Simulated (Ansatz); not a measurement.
Geometry optimisation, RKS B3LYP-D4/def2-SVP in Ansatz 0.2.0.

input.yaml

```yaml
crystal:
  periodic: [false, false, false]
  atoms:
    - { symbol: Al, position_ang: [0.0, 0.0, 0.0] }
    - { symbol: H, position_ang: [0.0, 0.0, 1.91] }
    - { symbol: Cl, position_ang: [1.9312, 0.0, -1.115] }
    - { symbol: Cl, position_ang: [-1.9312, 0.0, -1.115] }
    - { symbol: F, position_ang: [0.0832, -1.8866, 0.6275] }
    - { symbol: H, position_ang: [0.0446, -1.0119, 1.7645] }
basis:
  gaussian: { orbitals: def2-SVP }
hamiltonian:
  xc: b3lyp
  dispersion: d4
relax:
  f_tol: 0.15
  max_steps: 25
  restrain:
    - { distance: [0, 4], at: 2.89, k: 30.0 }
    - { distance: [5, 1], at: 1.86, k: 30.0 }
    - { distance: [0, 1], at: 1.56, k: 30.0 }
    - { distance: [5, 4], at: 0.92, k: 30.0 }
output:
  orbitals: {}
```

Command:

```bash
$ ansatz run input.yaml --threads 1 --pin off --max-ram 2048MiB --backend cpu --events-out ev --progress --plain --runs-dir out
```

**Question.** Where does it end, and by what steps?

**Answer.** The forces met the threshold. The restraints hold the end off the free minimum. After 8 steps the energy has fallen by 0.774 eV (the restraints' own energy left out); F5 moved furthest, 0.76 Å. Parted: Al1–F5 (1.99 → 2.88 Å). Joined: F5–H6 (1.44 → 0.93 Å).

```
step  energy less start (eV)  largest force component (eV/Å)  accepted
   0                  0.0000                           3.816       yes
   1                  0.2286                           3.298       yes
   2                 -0.3097                           2.290       yes
   3                 -0.4625                           2.127       yes
   4                 -0.6806                           0.990       yes
   5                 -0.6702                           1.196        no
   6                 -0.7022                           0.901       yes
   7                 -0.7504                           0.664       yes
   8                 -0.7742                           0.361       yes
```

```xyz
6
Properties=species:S:1:pos:R:3
Al 0.004 0.211 -0.113
H 0.010 0.241 1.452
Cl 1.814 0.318 -1.161
Cl -1.814 0.247 -1.153
F 0.055 -2.327 1.242
H 0.058 -1.588 1.806
```

Time of the run: 30 s on 1 thread of Arm Neoverse V1 (shared host), peak memory 0.18 GiB.
